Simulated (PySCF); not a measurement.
Exercise with solution: oscillator strength and radiative lifetime

C3H8F2Si, SMILES CCC[SiH](F)F.

Geometry optimised at PBE-D3(BJ)/def2-SVP. One conformer was computed; it need not be the lowest.

PySCF with TDDFT-B3LYP/def2-SVPD puts the first singlet state with f over 0.02 at 8.20 eV (vertical), with the transition dipole (0.161, 0.050, -0.269) in atomic units.

Q: Find the oscillator strength, the wavelength and the radiative lifetime that this transition would have in vacuum if emission retraced absorption.

A: 
|μ|² = 0.1008 au, so |μ| = 0.81 D. ΔE = 8.20/27.211 = 0.3013 hartree. f = (2/3) ΔE |μ|² = 0.020 (the program prints 0.020).
λ = 1239.84/8.20 = 151 nm; ν = 66137 cm⁻¹.
Einstein's coefficient A = 0.6670 ν² f s⁻¹ (ν in cm⁻¹) = 5.9e7 s⁻¹, so τ = 1/A = 17 ns. This state is S3; the lower singlets have f = 0.000, 0.003. The figure is the radiative limit of this one transition; relaxation, internal conversion, crossing to triplets and a medium change what is measured.
